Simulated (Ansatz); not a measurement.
Single points on NbSe(OH)3 (NbSeO₃H₃).

```yaml
crystal:
  periodic: [false, false, false]
  atoms:
    - {symbol: Nb, position_ang: [0.000046, 0.000565, 0.036953]}
    - {symbol: Se, position_ang: [0.032317, 0.025482, 2.334310]}
    - {symbol: O, position_ang: [1.740842, 0.274565, -0.637581]}
    - {symbol: H, position_ang: [2.599041, 0.414928, -0.218915]}
    - {symbol: O, position_ang: [-1.127169, 1.368193, -0.610451]}
    - {symbol: H, position_ang: [-1.665498, 2.043878, -0.180216]}
    - {symbol: O, position_ang: [-0.639908, -1.662331, -0.583906]}
    - {symbol: H, position_ang: [-0.939670, -2.465280, -0.140203]}
basis:
  gaussian: {orbitals: def2-TZVP, initial_orbitals: start.molden}
hamiltonian: {xc: pbe0, dispersion: d4}
scf: {omitted_lower_state_checks: [starts]}
output: {orbitals: {seedname: orbitals}}
```

The file start.molden holds the orbitals of an earlier run on this structure, at another level or in another basis.

```sh
$ ansatz run in.yaml --threads 4 --pin off --events-out ev --progress --plain --max-ram 3916MiB
```

Shortened log:

```
Functional definition: PBE0
1368 factors; their error is unknown
mean field evaluation 1: about -73080.5294 eV, gradient 1.9e2 eV
mean field evaluation 2: about -73083.9987 eV, gradient 4.4e0 eV
mean field evaluation 4: about -73084.5000 eV, gradient 4.7e-1 eV
mean field evaluation 8: about -73084.5002 eV, gradient 2.3e-5 eV
mean field -73084.50018733 eV, -2685.8058434310 hartree, gradient 2.3e-5 eV, S^2 0.000000; 0 other end points of the search recorded, 0 dependent functions left out
reference -73084.50024061 eV, -2685.8058453890 hartree; 37, 37 occupied and 162, 162 virtual orbitals, 1368 factors
Total energy: -73084.67966514 eV, -2685.8124391186 hartree
Checks for a lower state left out: starts
```

Hardware: 4 threads of Intel Xeon on a shared host. Wall time 5 s, peak host memory 0.58 GiB.

The first input with `gaussian: {orbitals: def2-SVP, initial_orbitals: start.molden}`, `hamiltonian: {xc: pbe, dispersion: d4}` (abridged; 1.9 s):

```
Functional definition: PBE
mean field -73068.09402102 eV, -2685.2029279394 hartree, gradient 1.1e-5 eV, S^2 0.000000
Total energy: -73068.30224371 eV, -2685.2105799822 hartree
Checks for a lower state left out: starts
```

First input, but with `hamiltonian: {xc: hse06, dispersion: d4}` (abridged; 6 s):

```
Functional definition: HSE06
mean field -73084.30365891 eV, -2685.7986211449 hartree, gradient 2.1e-5 eV, S^2 0.000000
Total energy: -73084.47392272 eV, -2685.8048782243 hartree
Checks for a lower state left out: starts
```

The first input with `hamiltonian: {xc: {name: BLYP}, dispersion: d4}` (abridged; 3 s):

```
Functional definition: BLYP
mean field -73099.09230508 eV, -2686.3420938675 hartree, gradient 6.6e-5 eV, S^2 0.000000
Total energy: -73099.52938627 eV, -2686.3581563047 hartree
Checks for a lower state left out: starts
```

First input, but with `gaussian: {orbitals: def2-SVP, initial_orbitals: start.molden}` (abridged; 3.5 s):

```
Functional definition: PBE0
mean field -73068.63879144 eV, -2685.2229478831 hartree, gradient 3.3e-5 eV, S^2 0.000000
Total energy: -73068.81826955 eV, -2685.2295435821 hartree
Checks for a lower state left out: starts
```

As the first input, with `correlation: {method: mp2}` and without the key `hamiltonian` (abridged; 7 s):

```
Functional definition: HF
mean field -73004.14463308 eV, -2682.8528312793 hartree, gradient 1.8e-6 eV, S^2 0.000000
12 core orbitals not correlated: weight in the atoms' cores, before any rotation towards them, 1.000 or more for the frozen orbitals, at most 0.000 for the correlated occupied ones
second order -38.28442896 eV of doubles, -0.00000000 eV of singles
Total energy: -73042.42906204 eV, -2684.2597580933 hartree
Checks for a lower state left out: starts
```

First input, but with `hamiltonian: {xc: hf}` (abridged; 5.5 s):

```
Functional definition: HF
mean field -73004.14395233 eV, -2682.8528062621 hartree, gradient 1.3e-5 eV, S^2 0.000000
Total energy: -73004.14395233 eV, -2682.8528062621 hartree
Checks for a lower state left out: starts
```

Geometry: r2SCAN-D4/def2-SVP.

In the def2 sets Nb takes a core potential; there is no spin–orbit coupling. HSE06 is defined as in plane-wave codes, on full-range PBE exchange. Correlated methods freeze 12 core orbitals; core or outer-core shells of Nb, Se are correlated, in sets that lack core-valence functions.
